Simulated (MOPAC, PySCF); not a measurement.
Br3Ga, SMILES `[Br][Ga]([Br])[Br]`, neutral singlet in the gas phase. 

Cartesian coordinates (Å):
```xyz
4

Br    -1.2884    -1.8786     0.0463
Ga    -0.0001    -0.0001     0.0001
Br     2.2691    -0.1770    -0.1039
Br    -0.9806     2.0557     0.0576
```
Charge 0, spin multiplicity 1.

All levels are single points at this geometry (B3LYP-D3(BJ)/def2-TZVP); Pople sets use spherical d functions. Orbital energies aren't observables, and empty levels follow the basis.

B3LYP/3-21G in PySCF gives gap (eV) = 5.77.

Estimate the gap (eV) from each of these levels: M06-2X/def2-TZVP in PySCF; B3LYP/6-311+G** (LANL2DZ on Br, Ga) in PySCF; PBE/6-31G* in PySCF; HF/6-31G* in PySCF; AM1 in MOPAC.


```
level                                         gap (eV)
--------------------------------------------  --------
M06-2X/def2-TZVP in PySCF                         8.48
B3LYP/6-311+G** (LANL2DZ on Br, Ga) in PySCF      5.71
PBE/6-31G* in PySCF                               4.03
HF/6-31G* in PySCF                               12.54
AM1 in MOPAC                                      7.70
```
